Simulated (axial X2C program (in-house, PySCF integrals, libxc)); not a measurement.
## Correcting the dissociation energy of SnF⁺ for spin–orbit coupling

A spin-free CCSD(T) curve (one-electron X2C) was computed with an in-house relativistic program for diatomic molecules, basis Sn dyall-cv3z [11s12p9d4f1g], F dyall-av3z [7s6p3d2f] (cores contracted in-house), for the state M_S = 0, Λ = 0 (closed shell). It gives D0 = 5.111 eV to Sn+ + F, which in a spin-free picture are the weighted means of the ground terms.

Correlated methods: 10 electrons correlated (number of frozen shells: Sn 4 s, 3 p, 2 d; F 1 s), 258 virtual spin orbitals or spinors in MP2, 90 natural virtuals in coupled cluster.

Measured levels of the ground terms (NIST Handbook of Basic Atomic Spectroscopic Data), in cm⁻¹: Sn+ 2P: J = 1/2 at 0, J = 3/2 at 4251.5; F 2P: J = 3/2 at 0, J = 1/2 at 404.1.

The molecular state has Λ = 0, so it has no first-order lowering.

(1) How far does each ground level lie under the (2J+1)-weighted mean of its term?

(2) Correct D0.

Second-order spin–orbit effects in the molecule, which grow quickly with Z, are left out. Occupations by symmetry block were frozen at the best pattern of an incomplete PBE0 search. Dissociation energies refer to the lowest single-determinant-based atoms at the same level and basis. Coupled cluster ran in a truncated set of natural virtual spinors; the MP2 energy of the rest was added. (T) has no such correction and the atoms are truncated less, which lowers De at CCSD(T) by a hundredth of an eV or more. With the outer-core shells frozen, correlated bond lengths of heavy atoms tend to come out a few hundredths of an ångström too long.

## Answers

(1) Sn+: (2 × 0 + 4 × 4251.5)/6 = 2834 cm⁻¹; F: (4 × 0 + 2 × 404.1)/6 = 135 cm⁻¹.

(2) D0 = 5.111 + (0 − 2969)/8065.5 = 4.743 eV at CCSD(T) with these spin–orbit terms. The direct two-component run gives 4.787 eV; the difference holds second-order terms in the molecule, scalar two-electron terms, the gap between measured and computed atomic splittings (a 2c atom can miss part of its lowering) and, in coupled cluster, the truncation of each run.
